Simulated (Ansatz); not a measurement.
Reaction (substitution at a C–C bond): `FCC(F)OC(F)F` + H–F → `FC(F)OC(F)F` + `CF`

Isolated molecules relaxed with PBE0-D4/def2-TZVP in Ansatz; ΔE leaves out vibrations. CCSD(T)/CBS is the MP2 limit (def2-TZVPP, def2-QZVPP) plus CCSD(T) − MP2 in def2-TZVPP, frozen cores. This one scheme is used for every species. DFT in def2-TZVPP. B3LYP here is the variant with VWN-RPA as its local correlation; programs differ in this. Each species was taken in one conformer, which may not be the lowest.

| level | ΔE (kcal/mol) |
| --- | --- |
| B3LYP-D4 | 4.1 |
| ωB97X-V | 4.2 |
| ωB97M-V | 4.7 |
| B2PLYP | 4.2 |
| MP2/def2-TZVPP | 7.2 |
| CCSD(T)/def2-TZVPP | 6.0 |
| HF/def2-QZVPP | 1.3 |
| MP2/def2-QZVPP | 8.1 |

Question: What does CCSD(T)/CBS give? (Best estimate.)

Answer: The calculation gave: +7.6 kcal/mol. The listed levels differ from it by -3.5, -3.4, -2.9, -3.4, -0.4, -1.6, -6.3, 0.5 kcal/mol.

Largest T1 diagnostic among the species: 0.012.

In def2-TZVPP, CCSD(T) changes the Hartree–Fock value by +4.6 kcal/mol (the triples alone add +0.3 kcal/mol) and MP2 by +5.8 kcal/mol. The D4 term adds +1.4 kcal/mol with B3LYP and +0.8 kcal/mol with PBE0; it sums over pairs of atoms, weighted by their polarisabilities, and B3LYP, whose exchange is more repulsive, gets the larger term.
